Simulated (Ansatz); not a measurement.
Abridged output of a molecular run in Ansatz:

```
Functional definition: HF
721 factors; integrals over basis functions are off by at most 1.5e-3 eV
mean field evaluation 1: about -9158.6741 eV, gradient 4.2e1 eV
mean field evaluation 2: about -9158.7612 eV, gradient 4.2e1 eV
mean field evaluation 4: about -9162.3328 eV, gradient 3.5e0 eV
mean field evaluation 8: about -9162.3914 eV, gradient 4.8e-1 eV
mean field evaluation 16: about -9162.3935 eV, gradient 2.9e-6 eV
mean field -9162.39353118 eV, -336.7117517773 hartree, gradient 2.9e-6 eV, S^2 0.000000; 0 other end points of the search recorded, 0 dependent functions left out; unrestricted orbitals would lower it
5 core orbitals not correlated: weight in the atoms' cores, before any rotation towards them, 1.000 or more for the frozen orbitals, at most 0.000 for the correlated occupied ones
reference -9162.39353118 eV, -336.7117517773 hartree; 14, 14 occupied and 56, 56 virtual orbitals, 721 factors
second order -20.36772757 eV of doubles, -0.00000000 eV of singles
cycle   1  -20.22667624 eV  change    1.4e-1 eV  update   1.1e-1
cycle   2  -20.72273184 eV  change   -5.0e-1 eV  update   3.3e-2
cycle   3  -20.86356588 eV  change   -1.4e-1 eV  update   1.8e-2
cycle   4  -20.85220379 eV  change    1.1e-2 eV  update   3.8e-3
cycle   5  -20.85051580 eV  change    1.7e-3 eV  update   1.6e-3
cycle   6  -20.85130618 eV  change   -7.9e-4 eV  update   4.4e-4
cycle   7  -20.85119690 eV  change    1.1e-4 eV  update   1.5e-4
cycle   8  -20.85109457 eV  change    1.0e-4 eV  update   4.9e-5
cycle   9  -20.85109316 eV  change    1.4e-6 eV  update   2.0e-5
perturbative correction -0.50625392 eV, -0.0186044885 hartree
Total energy: -9183.75087825 eV, -337.4966198059 hartree
```

Its atoms:

```xyz
6

O     0.4413    1.2076   -1.2389
C     0.5191    0.1732   -0.6264
B    -0.4806   -0.1675    0.5844
F    -1.4179    0.6694    0.9430
F    -0.3590   -1.3060    1.2300
H     1.2971   -0.5768   -0.8922
```

**Question.** Which basis set was used?
A. def2-TZVPPD
B. def2-TZVPP
C. def2-SVPD
D. def2-SVP

**Answer.** D. It gives 75 functions.

**Question.** Write the keys of the input that set method, charge and spin (a neutral closed shell needs none for the last two).

**Answer.** 
```yaml
correlation: {method: ccsd_t}
```
